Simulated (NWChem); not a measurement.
CH₆F₂Si₂; SMILES F[SiH](F)C[SiH3]

```xyz
11

Si    -0.1325    -2.0026     0.3121
C      0.1629    -0.6740    -1.0190
Si     0.0168     1.0700    -0.3925
F     -1.0573     1.1006     0.8398
F      1.4486     1.5477     0.2271
H      0.2420    -3.3550    -0.2305
H     -1.5801    -2.0226     0.7090
H      0.7120    -1.7136     1.5207
H     -0.5669    -0.8303    -1.8426
H      1.1771    -0.8080    -1.4526
H     -0.4152     2.0897    -1.3946
```
Atoms are numbered in this order, from 1.

All runs: NWChem. Pople sets run with spherical d functions. The geometry was optimised at PBE-D3(BJ)/def2-SVP. Level: PBE0/6-31G* with SMD (1 M gas to 1 M solution), gas-phase geometry. Reactions with the solvent are ignored.

Question: Order these by “solvation free energy (kcal/mol)”, lowest first: tetrahydrofuran; n-hexane; water; acetone.

Answer: acetone (-3.5), tetrahydrofuran (-2.8), n-hexane (-2.0), water (0.5)
